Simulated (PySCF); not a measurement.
SiSb: energy against distance

Set-up: PySCF, scalar-relativistic core potentials, basis sets Si def2-SVP, Sb def2-SVP with ECP28. Energies in eV from Si + Sb in their ground configurations at the same level. State: ²Π (doublet), unpaired electrons π ↑.

```tsv
R (Å)	B97-3	M06-2X	UHF-CCSD
2.052	-1.502	-1.059	
2.147	-2.251	-1.782	-1.263
2.243	-2.670	-2.174	-1.703
2.314	-2.825	-2.309	-1.871
2.386	-2.876	-2.343	-1.935
2.458	-2.848	-2.309	-1.919
2.553	-2.721	-2.210	-1.809
2.672	-2.478	-2.027	-1.578
2.816	-2.150	-1.765	-1.236
3.006	-1.720	-1.402
```

Q: Put a parabola through the three lowest points of the B97-3 curve and estimate Re, k and ωe (reduced mass 22.72 u; 1 eV/Å² = 0.16022 mdyn/Å; ωe = 1302.8·√(k/μ) cm⁻¹).

A: Through R = 2.314, 2.386, 2.458 Å the second-order coefficient is 7.62 eV/Å², so Re ≈ 2.396 Å, k ≈ 2.44 mdyn/Å and ωe ≈ 427 cm⁻¹. A polynomial fit of higher order to the unrounded B97-3 energies gives Re = 2.393 Å, k = 2.42 mdyn/Å, ωe = 425 cm⁻¹; anharmonicity and rounding make the difference.

The higher-order fit for each curve: B97-3: Re = 2.393 Å, ωe = 425 cm⁻¹, De = 2.88 eV; UHF-CCSD: Re = 2.405 Å, ωe = 414 cm⁻¹, De = 1.94 eV. M06-2X gave no clean fit.

Correlated steps freeze 9 core orbitals. Correlated levels converge slowly with the basis: in double zeta they bind strong bonds too weakly, by up to about 1 eV, and carry superposition errors of some tenths. ⟨S²⟩ of the unrestricted solution departs from its pure value on part of the curve, where spin states mix. These are scalar-relativistic numbers at best; spin–orbit coupling would shift them, the dissociation energy most. The state is the lowest determinant that a PBE0 search found; another state may lie lower at other levels.
